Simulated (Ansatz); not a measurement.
`[CH3][In]([F])[I]`, relaxed with RKS PBE0-D4/def2-TZVP in the Gaussian-basis code of Ansatz from a GFN2-xTB geometry. The force threshold is 0.005 eV/Å; the program also tests the step.

The species carries charge 0 and has multiplicity 1. In, I: def2 effective core potential.

Start:

```xyz
7

C     0.423    1.072    0.362
In   -0.385   -0.892   -0.306
F     1.080   -2.194   -0.571
I    -2.772   -2.043   -0.858
H     0.156    1.822   -0.375
H     0.001    1.311    1.333
H     1.498    0.924    0.415
```

Problem. How much energy does the relaxation release, and in how many steps? (Best estimate.)

Solution. Computed: 0.10 eV, in 7 steps, 1 of them rejected.

Problem. Which bonds change most? (An estimate is asked.)

Solution. Computed: C1–In2 from 2.227 to 2.128 Å; In2–I4 from 2.706 to 2.642 Å; In2–F3 from 1.977 to 1.952 Å; C1–H5 from 1.086 to 1.089 Å.

Problem. Give the relaxed structure. (Estimate.)

Solution. The calculation gave: 
```xyz
7

C     0.389    1.018    0.342
In   -0.263   -0.904   -0.296
F     1.075   -2.292   -0.601
I    -2.683   -1.842   -0.791
H     0.081    1.761   -0.393
H    -0.072    1.250    1.302
H     1.473    1.008    0.437
```
